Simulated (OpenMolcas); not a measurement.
## Dy I: the spin-orbit constant, worked from levels

```
Program             : OpenMolcas
Basis               : ANO-RCC-VTZP [8s7p5d3f2g1h]
Scalar Hamiltonian  : DKH2, point nucleus
Active space        : 10 electrons in 7 orbitals (4f)
State averaging     : 2S+1 = 5 even, 35 roots (30 in the spin-orbit step); 2S+1 = 3 even, 210 roots (99 in the spin-orbit step); 2S+1 = 1 even, 196 roots (31 in the spin-orbit step)
Spin-orbit coupling : state interaction with AMFI integrals over the reference wave functions, term energies averaged over their components
```

Methods: CASSCF; SS-CASPT2, IPEA 0.25 Eh, imaginary shift 0.1 Eh (closed shells correlated: 5s 5p 6s). Measured levels: NIST Handbook of Basic Atomic Spectroscopic Data.

**The spin-orbit constant.** For the Hund term ⁵I of f10, E(J) = (A/2) J(J+1) + constant and ζ = -2S·A = -4A. From J = 4 to J = 8 the energy changes by 26 A.

| Source | E(8) - E(4) | A | ζ |
| --- | --- | --- | --- |
| CASSCF | -11625.6 | -447.1 | 1789 |
| SS-CASPT2 | -11461.3 | -440.8 | 1763 |
| measured | -10925.3 | -420.2 | 1681 |

All in cm-1. SS-CASPT2 is off by +4.9 % and CASSCF by +6.4 %. Both methods take the spin-orbit matrix elements from the reference wave functions, so the second can move ζ only through the term energies and any multistate remixing. Second-order mixing with other terms is absorbed into this ζ.

CASPT2 does not keep the components of a term degenerate, so their means are used; among the terms shown or strongly mixed into the levels shown the widest spread is 760 cm-1 (4f¹⁰ 6s² ⁵I, SS-CASPT2). High states are left out of the spin-orbit mixing, which shifts the levels that they would mix with. With the s shell closed, the reference lacks s² → p² mixing. Without dynamic correlation excited terms often stand tens of per cent too high (terms of higher spin than the ground term too low), and those without a measured partner can miss by more than the paired ones (holds for CASSCF). Computed and measured levels are paired by configuration, term and J; levels that our copy of the source lacks, or whose pairing is in doubt (as where it misses far off the trend of its configuration), stay unpaired and out of the deviations. Only configurations of the active space appear.
